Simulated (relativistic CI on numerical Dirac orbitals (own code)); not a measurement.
# Crystal-field levels of Ho³⁺, 4f10

Calculated by Dirac-Coulomb-Breit CI, KLI orbitals optimised for each configuration, model QED, valence Slater integrals scaled by 0.75, one configuration in a parametric crystal field (own radial code).

Field parameters in Wybourne normalisation; cubic f-shell fields have B⁴₄ = √(5/14) B⁴₀ and B⁶₄ = −√(7/2) B⁶₀. The field is a parameter set, without covalency.

S and J are read from ⟨S²⟩ = S(S + 1) and ⟨J²⟩ = J(J + 1) of each level; they are not fictitious spins.

Oh, B40 = 1550, B60 = 210 cm⁻¹, the lowest 10 levels:

```json
{"E (cm⁻¹)": "0.0", "Degeneracy": "2", "Irrep": "E", "S": "1.93", "J": "8.00"}
{"E (cm⁻¹)": "12.1", "Degeneracy": "3", "Irrep": "T1", "S": "1.93", "J": "8.00"}
{"E (cm⁻¹)": "48.7", "Degeneracy": "1", "Irrep": "A1", "S": "1.93", "J": "8.00"}
{"E (cm⁻¹)": "208", "Degeneracy": "3", "Irrep": "T1", "S": "1.93", "J": "8.00"}
{"E (cm⁻¹)": "252", "Degeneracy": "3", "Irrep": "T2", "S": "1.93", "J": "8.00"}
{"E (cm⁻¹)": "283", "Degeneracy": "2", "Irrep": "E", "S": "1.93", "J": "8.00"}
{"E (cm⁻¹)": "286", "Degeneracy": "3", "Irrep": "T2", "S": "1.93", "J": "8.00"}
{"E (cm⁻¹)": "5216", "Degeneracy": "3", "Irrep": "T1", "S": "1.97", "J": "7.00"}
{"E (cm⁻¹)": "5220", "Degeneracy": "3", "Irrep": "T2", "S": "1.97", "J": "7.00"}
{"E (cm⁻¹)": "5318", "Degeneracy": "1", "Irrep": "A2", "S": "1.97", "J": "7.00"}
```

C2v, B20 = -380, B22 = 60, B40 = 380, B42 = 90, B44 = -380, B60 = 490, B62 = 240, B64 = 170, B66 = -650 cm⁻¹, the lowest 16 levels:

```tsv
E (cm⁻¹)	Degeneracy	S	J
0.0	1	1.93	8.00
11.7	1	1.93	8.00
21.2	1	1.93	8.00
49.4	1	1.93	8.00
116	1	1.93	8.00
120	1	1.93	8.00
128	1	1.93	8.00
171	1	1.93	8.00
215	1	1.93	8.00
217	1	1.93	8.00
252	1	1.93	8.00
297	1	1.93	8.00
310	1	1.93	8.00
316	1	1.93	8.00
329	1	1.93	8.00
361	1	1.93	8.00
```

Oh, B40 = -1310, B60 = 230 cm⁻¹, the lowest 16 levels:

```tsv
E (cm⁻¹)	Degeneracy	Irrep	S	J
0.0	3	T2	1.93	8.00
2.4	2	E	1.93	8.00
14.0	3	T1	1.93	8.00
206	3	T2	1.93	8.00
211	2	E	1.93	8.00
229	3	T1	1.93	8.00
250	1	A1	1.93	8.00
5176	3	T1	1.97	7.00
5199	2	E	1.97	7.00
5213	3	T2	1.97	7.00
5248	1	A2	1.97	7.00
5301	3	T2	1.97	7.00
5315	3	T1	1.97	7.00
8607	1	A1	1.95	6.00
8620	3	T1	1.95	6.00
8624	3	T2	1.95	6.00
```

The next free-ion level lies 5125 cm⁻¹ above the lowest; the field splits the ground level into components whose J stays near 8 as long as their spread is small against that gap.

Levels of this model without a field, named by their leading LS term (the scale mimics covalency, so terms lie below those of the real free ion): 5I_8 0, 5I_7 5125, 5I_6 8547, 5I_5 10960, 5I_4 12975, 5F_5 15355, 5S_2 17725, 3K_8 18007 cm⁻¹.
